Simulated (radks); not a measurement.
Ni, configuration [Ar] 3d7 4s2 5s1 (not the ground configuration). Method: Dirac Kohn-Sham, PBE, spin-unpolarised, spherical densities, finite nucleus; open shells are shared between the two j in proportion to 2j + 1; Fermi nuclear charge, rms radius 3.7757 fm; computed with a radial shooting solver on a logarithmic mesh with Libxc functionals.

Normalised radial functions P(r) = r R(r) (large component), r in bohr:

```
   r/bohr * 3p3/2 (the largest magnitude, 1.23, reaches the edge; | marks zero)
 0.002827                             *
 0.003801                             *
 0.005152                             *
 0.006982                             *
 0.009463                             *
  0.01272                             |*
  0.01724                             |*
  0.02337                             | *
  0.03167                             |   *
  0.04258                             |    *
  0.05771                             |       *
  0.07821                             |          *
    0.106                             |             *
   0.1425                             |             *
   0.1931                             |         *
   0.2617                             | *
   0.3547                  *          |
   0.4769       *                     |
   0.6464  *                          |
    0.876      *                      |
    1.187               *             |
    1.596                       *     |
    2.163                           * |
    2.932                             *
    3.973                             *
    5.342                             *
     7.24                             *
    9.812                             *
     13.3                             *
    17.88                             *
    24.23                             *
```

3p3/2: eigenvalue -82.489 eV, 1 radial node at r = 0.273 bohr, <r> = 0.774 bohr, 90 % of the charge inside 1.19 bohr.
